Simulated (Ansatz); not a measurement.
CH7ClGeSi can be A, `C[SiH2][GeH2][Cl]`, or B, `Cl[SiH2][CH2][GeH3]`.

Isolated molecules relaxed with PBE0-D4/def2-TZVP in Ansatz; ΔE leaves out vibrations. CCSD(T)/CBS is the MP2 limit (def2-TZVPP, def2-QZVPP) plus CCSD(T) − MP2 in def2-TZVPP, frozen cores. DFT in def2-TZVPP. B3LYP here is the variant with VWN-RPA as its local correlation; programs differ in this. For Ge outer-core shells are correlated without core-valence functions, which leaves a few kJ/mol of doubt a bond. Scalar relativity is left out up to krypton. One conformer a species, not always the lowest.

Task: Which is lower in electronic energy at CCSD(T)/CBS, and by how much? (An estimate is asked.)

Result: Computed: B, by 5.3 kJ/mol.

Task: Give E(B) − E(A) in kJ/mol with PBE0-D4, PBE-D4, CCSD/def2-TZVPP, HF/def2-TZVPP, BLYP-D4, B3LYP-D4, B2PLYP. (Best estimate.)

Result: Computed: PBE0-D4 7.6, PBE-D4 11.4, CCSD/def2-TZVPP -3.9, HF/def2-TZVPP 0.0, BLYP-D4 9.9, B3LYP-D4 7.0, B2PLYP 0.9. The order is the other way round with PBE0-D4, PBE-D4, BLYP-D4, B3LYP-D4, B2PLYP.

Task: Does the order hold for the free energy at 298.15 K (harmonic terms from PBE0-D4)? (Best estimate.)

Result: Ansatz gave: Yes: G(B) − G(A) = -10.8 kJ/mol, for one conformer each. Modes under 60 cm⁻¹, often nearly free rotors, make the harmonic entropy too high.

Largest T1 diagnostic: 0.011.

From BLYP to BHLYP (50 % exact exchange), in def2-TZVPP and without D4, E(B) − E(A) moves by −8.3 kJ/mol. In def2-TZVPP, CCSD(T) changes the Hartree–Fock value by −4.1 kJ/mol (the triples alone add −0.3 kJ/mol) and MP2 by −9.7 kJ/mol.
